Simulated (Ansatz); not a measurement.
Coupled-cluster diagnostics for (HMg-mu-F)2 (Mg2H2F2), Ansatz.

Geometry of the singlet (PBE0-D4/def2-TZVP):

```xyz
6

Mg   -1.0381   -0.1880    0.9903
H    -2.2553   -0.4123    2.1438
F     0.6705   -0.9094    0.5303
Mg    1.0394    0.1896   -0.9886
H     2.2515    0.4073   -2.1487
F    -0.6680    0.9129   -0.5271
```

Correlated methods freeze 4 core orbitals; core or outer-core shells of Mg are correlated, in sets that lack core-valence functions. In CCSD on the charge 1 doublet the largest single amplitude is 0.17, so its Hartree–Fock determinant may place the open shell otherwise than the density functionals do.

Estimate the CCSD(T) correlation energy, the shares of MP2 and (T), T1 and the reference's ⟨S²⟩ for: charge 0, singlet, own geometry in def2-TZVPP; charge 1, doublet, vertical in def2-TZVPP; and the rough time on 4 threads of Intel Xeon Platinum 8259CL on a shared host.


```tsv
state	basis	correlation (eV)	MP2 share (%)	(T) share (%)	T1	⟨S²⟩ (pure)	wall time
charge 0, singlet, own geometry	def2-TZVPP	-26.354	95.7	1.8	0.009	0.00 (0.00)	30 s
charge 1, doublet, vertical	def2-TZVPP	-25.410	96.3	1.9	0.023	0.75 (0.75)	3.3 min
```
Customary marks for T1 are 0.02 (closed shells), 0.045 (open shells) and about 0.05 (3d metals). T1 exceeds 0.02 in 1 of 2 rows and 0.045 in 0; the higher it lies, the less the single-reference result can be trusted.
